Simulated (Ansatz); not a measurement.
Harmonic frequencies (cm⁻¹) at PBE0-D4/def2-TZVP from Ansatz: 114, 117, 169, 296, 355, 490, 600, 704, 730, 1129, 1180, 1206, 1477, 1485, 1502, 1541, 2991, 3060, 3080, 3584, 3712.

Each molecule was computed in one conformer, which needn't be the lowest.

**Question.** Which molecule is it?
A. `C[O][Ge][NH2]`
B. `[OH][Ge][O][SiH3]`
C. `C[CH2][Ge][NH2]`
D. `O=C[NH][GeH3]`

**Answer.** A.
